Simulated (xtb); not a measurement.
Ge(I)(SiH3) (GeH3ISi), SMILES [SiH3][Ge][I] (connectivity only; charge and spin as stated), neutral, multiplicity 1. All values are semi-empirical tight-binding results from xtb (GFN2-xTB unless named), good for trends rather than for accurate numbers. Geometry optimised at GFN2-xTB. The structure was generated by enumeration; whether it is a known compound was not checked.

A frequency run showed that this geometry is not a minimum.

For metal compounds this method's bond lengths and energies can be far off.

Computed properties:
```
Item           Value
-----------  -------
orbital gap  1.66 eV
```
